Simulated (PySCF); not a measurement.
## How methods differ on the excitation energy of In

In [Kr] 4d10 5s2 5p1 (2P) → In [Kr] 4d10 5s1 5p2 (4P), as a difference of total energies. Calculation: PySCF 2.14, in x2c-TZVPPall; scalar relativity by spin-free X2C-1e. Correlated levels: valence: [Kr] 4d10 frozen; valence and next inner shell: [Ar] 3d10 frozen. The calculations carry no spin-orbit coupling.

Q: Order these methods by the excitation energy they give, lowest first.
A. r2SCAN
B. MP2 (valence and next inner shell)
C. SCS-MP2 (valence)
D. PBE0

A: C (3.752 eV), A (4.209 eV), B (4.279 eV), D (4.316 eV).

Errors of the correlated levels include the incompleteness of this basis and the frozen core.

For comparison: 4.350 eV (measured; NIST levels, between the centres of gravity of the two terms).
